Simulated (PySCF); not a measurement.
The vertical singlet excitations below were computed for one of the candidates. Computed with TDDFT wB97X-D/def2-SVPD, vertical, gas phase, core orbitals frozen in the response (PySCF). Geometries: GFN2-xTB, one conformer each.

| state | ν̃ (cm⁻¹) | f | main configurations (H = HOMO, L = LUMO) |
| --- | --- | --- | --- |
| S1 | 50420 | 0.024 | H→L (97%) |
| S2 | 55530 | 0.115 | H→L+1 (65%), H→L+2 (20%), H→L+5 (10%) |
| S3 | 55630 | 0.013 | H-1→L+1 (56%), H-1→L+4 (26%) |
| S4 | 58150 | 0.266 | H-1→L (81%), H→L+2 (8%) |
| S5 | 59670 | 0.0016 | H-1→L+2 (90%) |
| S6 | 60390 | 0.165 | H→L+2 (43%), H→L+1 (23%), H-1→L (14%) |
| S7 | 62060 | 0.091 | H→L+3 (84%) |
| S8 | 63140 | 0.021 | H-1→L+5 (30%), H-1→L+1 (23%), H-1→L+4 (17%) |

Triplets computed (Tamm–Dancoff): 4.55, 5.68, 5.68 eV.

**Question.** Which structure fits?
A. `C[Si@H]1C=CC=C1F`
B. `CP(C(F)=C(F)F)C`
C. `C1=CC=C[Si]1(F)C`
D. `FCC1=C[SiH2]C=C1`

**Answer.** B. Its S1, at 6.25 eV, is the highest among the candidates; the nearest of the others has S1 at 4.49 eV. S1 is HOMO→LUMO (97%). Löwdin shares by element: HOMO phosphorus 61%, carbon 27% or more; LUMO carbon 53% or more, phosphorus 14% (atoms not listed hold the other 33%). At the same level the other candidates give, for their lowest levels:
- `C[Si]1(F)C=CC=C1`: 4.13 eV (f 0.047); 5.26 eV (f 0.000); 5.94 eV (f 0.019); 6.96 eV (f 0.000); 7.00 eV (f 0.027); T1 2.53 eV; HOMO -8.64, LUMO -0.07 eV
- `FCC1=C[SiH2]C=C1`: 4.49 eV (f 0.049); 5.84 eV (f 0.000); 6.33 eV (f 0.004); 6.55 eV (f 0.002); 6.68 eV (f 0.006); T1 2.81 eV; HOMO -8.61, LUMO 0.24 eV
- `C[Si@H]1C=CC=C1F`: 4.23 eV (f 0.051); 5.62 eV (f 0.000); 6.43 eV (f 0.017); 6.54 eV (f 0.008); 6.68 eV (f 0.001); T1 2.60 eV; HOMO -8.31, LUMO 0.27 eV

Conformer computed: `[CH3:1][P:2]([CH3:3])[C:4]([F:5])=[C:6]([F:7])[F:8]`: C1–P2–C4–F5 50°.
